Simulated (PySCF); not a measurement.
ZnH2, SMILES [ZnH2].

Coordinates come from a PBE-D3(BJ)/def2-TZVPD optimisation. The isomer is the one that the SMILES or the coordinates give; other isomers of the formula were not compared.

Two levels are set side by side: TDDFT-PBE/def2-TZVPD (PySCF) and TDDFT-PBE0/def2-TZVPD (PySCF). Vertical, same geometry. The lowest singlet is HOMO→LUMO+1 100 % with PBE and HOMO→LUMO+1 99 % with the other functional; states are paired by order. Differences are taken from unrounded values.

| quantity | TDDFT-PBE0 |
|---|---|
| lowest singlet excitation (eV) | 5.88 |
| lowest triplet excitation (TDA) (eV) | 5.43 |
| first bright state (f over 0.05) (eV) | 8.06 |
| its oscillator strength | 0.34 |

### Question
What does TDDFT-PBE give, and how far is it from TDDFT-PBE0? (The exact figures need the calculation; the answer reports its results.)

### Answer

| quantity | TDDFT-PBE | TDDFT-PBE minus TDDFT-PBE0 |
|---|---|---|
| lowest singlet excitation (eV) | 5.55 | -0.33 |
| lowest triplet excitation (TDA) (eV) | 5.16 | -0.27 |
| first bright state (f over 0.05) (eV) | 7.63 | -0.43 |
| its oscillator strength | 0.27 | -0.07 |

Functionals without exact exchange tend to place singlet excitations lower, as here. Differences between two approximate levels are no errors against the true value.

Rough cost on one machine, each run with all the roots and properties that it gave: TDDFT-PBE0 against TDDFT-PBE about 2 times.
